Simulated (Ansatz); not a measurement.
Consider the ligand exchange at a Ga–C bond: `C#[C][GaH][CH3]` + `C=N` → `C=[N][GaH][CH3]` + `C#C`.

Program: Ansatz. Geometries: PBE0-D4/def2-TZVP. ΔE: electronic, gas phase. CCSD(T)/CBS adds triple-zeta CCSD(T) − MP2 to the extrapolated MP2 energy (def2 sets, frozen cores). This one scheme is used for every species. DFT in def2-TZVPP. For Ga outer-core shells are correlated without core-valence functions, which leaves a few kJ/mol of doubt a bond. Scalar relativity is left out up to krypton. Each species was taken in one conformer, which may not be the lowest.

**Question.** Is it downhill or uphill in electronic energy at CCSD(T)/CBS, and by how much? (Estimate.)

**Answer.** Ansatz gave: Uphill: ΔE = +15.8 kJ/mol.

**Question.** What do these levels give: PBE-D4, B2PLYP, CCSD/def2-TZVPP, CCSD(T)/def2-TZVPP, HF/def2-QZVPP, CCSD/CBS(def2)? (Estimate.)

**Answer.** The calculation gave: PBE-D4 9.3, B2PLYP 12.5, CCSD/def2-TZVPP 19.7, CCSD(T)/def2-TZVPP 18.9, HF/def2-QZVPP 22.5, CCSD/CBS(def2) 16.6 kJ/mol.

Largest T1 diagnostic among the species: 0.015.

In def2-TZVPP, CCSD(T) changes the Hartree–Fock value by −4.2 kJ/mol (the triples alone add −0.8 kJ/mol) and MP2 by −5.6 kJ/mol. From PBE to PBE0 (25 % exact exchange), in def2-TZVPP and without D4, ΔE moves by +5.5 kJ/mol.
